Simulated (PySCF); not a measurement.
PySCF job for H₄O₂Ti, SMILES [OH][TiH2][OH], multiplicity 1, KT2/pcSseg-1. The structure is a stationary point at B3LYP-D3(BJ)/def2-TZVP. The spin state was assumed, not searched. The values are those of a single conformer.

```python
import numpy as np
from pyscf import gto, scf, dft
from pyscf.prop.nmr import rks as nmr

mol = gto.M(
    atom='''
    Ti    0.00000000    0.00000000    0.36887304
    O    -1.53420686    0.00000000   -0.51753609
    H    -2.11672042    0.00000000   -1.27730273
    O     1.53420686    0.00000000   -0.51753609
    H     2.11672042    0.00000000   -1.27730273
    H     0.00000000    1.38119240    1.35998795
    H     0.00000000   -1.38119240    1.35998795
    ''',
    basis='pcSseg-1',
    charge=0,
    spin=0,
    max_memory=1600,
    verbose=3,
)
mf = dft.RKS(mol, xc='kt2')
mf.grids.level = 3
mf.conv_tol = 1e-10
mf.max_cycle = 100
mf.kernel()
n = nmr.NMR(mf)
n.verbose = 2
n.max_cycle_cphf = 60
sigma = n.kernel()
print('atom   isotropic/ppm   span/ppm')
for i, s in enumerate(sigma):
    w = np.linalg.eigvalsh((s + s.T) / 2)
    print(f'{mol.atom_symbol(i):2s}{i + 1:3d} {w.mean():14.3f} {w[2] - w[0]:11.3f}')
```

Program output:

```
converged SCF energy = -1009.25033042031
atom   isotropic/ppm   span/ppm
Ti  1       -988.858    1581.059
O   2          1.348     594.084
H   3         25.317      13.072
O   4          1.348     594.084
H   5         25.317      13.072
H   6         25.293      21.004
H   7         25.293      21.004
```

The run converged.
